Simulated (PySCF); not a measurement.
Several compounds and their computed core spectra got separated.

Computed, not measured: delta-SCF UKS SCAN, pcX-2 on the ionised atom, pcseg-1 elsewhere, spin-free X2C in PySCF 2.14.0. Geometries: PBE0-D3(BJ)/def2-SVP; isolated species, one conformer each.

Line lists (1s up to Mg, 2p3/2 beyond, nothing for Ge; areas count atoms within a level, one atom standing for each set equivalent by bonding):
1. F 1s: 693.77 eV
2. C 1s: 290.26 (area 1), 290.64 (area 1), 292.19 (area 1) eV; O 1s: 537.70 eV; Si 2p3/2: 106.96 eV
3. C 1s: 290.56 eV; F 1s: 691.94 eV; Si 2p3/2: 107.55 eV
4. C 1s: 289.69 (area 1), 290.35 (area 1), 290.57 (area 2), 290.93 (area 1), 291.16 (area 1), 291.78 (area 1) eV; N 1s: 404.49 (area 1), 406.40 (area 1) eV

Structures:
A. `Cc1ccnn1C1CC1`
B. `CCO[SiH2]C`
C. `[F][Ge]([F])([F])[F]`
D. `[Si@@H]([GeH3])(C)F`

Task: Which list belongs to which compound?

Result: 
- 1 = C: no other candidate has this set of levels. F 1s: 693.77 fluorine bonded to Ge (×4).
- 2 = B: no other candidate has this set of levels. C 1s: 290.26 Si-methyl carbon, 290.64 methyl carbon, 292.19 sp3 carbon bound to oxygen; O 1s: 537.70 silyl ether oxygen; Si 2p3/2: 106.96 oxygen-bound silicon.
- 3 = D: no other candidate has this set of levels. C 1s: 290.56 Si-methyl carbon; F 1s: 691.94 silicon-bound fluorine; Si 2p3/2: 107.55 fluorine-bound silicon.
- 4 = A: no other candidate has this set of levels. C 1s: 289.69 aromatic CH carbon, 290.35 aromatic CH next to a ring nitrogen, 290.57 three-membered-ring carbon (×2), 290.93 substituted aromatic carbon, 291.16 benzylic-type carbon, 291.78 sp3 carbon bound to nitrogen; N 1s: 404.49 pyridine-type nitrogen, 406.40 pyrrole-type nitrogen.

The 2p values aren't plain energy differences: one relaxed spin-free 2p hole is combined with a matrix within the shell (ground-state 2p orbital-energy differences and spin–orbit coupling). 2p3/2, the mean of its two sublevels, lies a third of the splitting below the shell's mean and 2p1/2 two thirds above it; the statistical areas are 2:1.
